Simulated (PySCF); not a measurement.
Numbering as in the mapped SMILES `[CH3:1][O:2][c:3]1[n:4][cH:5][cH:6][p:7][c:8]1[CH3:9]`. Each H is labelled by its parent atom.

PySCF 2.14 calculation with GIAO PBE0/pcSseg-1 shieldings and coordinates at the GFN2-xTB level; isolated molecule, non-relativistic Hamiltonian, one conformer, fast rotation and ring inversion assumed for equivalent nuclei.

δ = σ(ref) − σ, references computed at the same level: TMS for ¹³C and ¹H; H2O for ¹⁷O; ¹⁵N vs NH3; ³¹P against H3PO4.

```csv
atoms,nucleus,count,Hirshfeld charge,δ (ppm)
H(C9),¹H,3,0.04,2.75
H(C1),¹H,3,0.04,4.18
C5,¹³C,1,0.02,155.1
O2,¹⁷O,1,-0.09,138.3
P7,³¹P,1,0.11,268.4
C9,¹³C,1,-0.13,23.9
H(C5),¹H,1,0.05,8.89
C1,¹³C,1,-0.04,?
C8,¹³C,1,-0.07,?
C3,¹³C,1,0.13,169.3
C6,¹³C,1,-0.13,?
N4,¹⁵N,1,-0.16,?
H(C6),¹H,1,0.05,8.14
```

**Question.** Fill in the missing shifts.

**Answer.** 
- C8: 159.8 ppm, substituted aromatic carbon
- C6: 145.0 ppm, aromatic CH
- C1: 55.6 ppm, methyl carbon bonded to O; pulled downfield by the heteroatom
- N4: 308.6 ppm, pyridine-type ring nitrogen

Shifts are as computed. Against solution values, carbons near 30 ppm lie about +3 ppm off and those near 130 ppm about +5 ppm. Of 1211 compounds with measured shifts, 218 miss one by over three times the rms of a fit or turn the order of signals round; such compounds aren't used in these exercises. Experimental scales use liquid or dissolved standards, which lie at an offset from isolated NH3 (liquid NH3: subtract about 20 ppm) and H2O (liquid H2O: subtract about 36 ppm) and H3PO4. Unscaled 15N shifts of sp2 nitrogen come out 20 to 40 ppm too high even then.
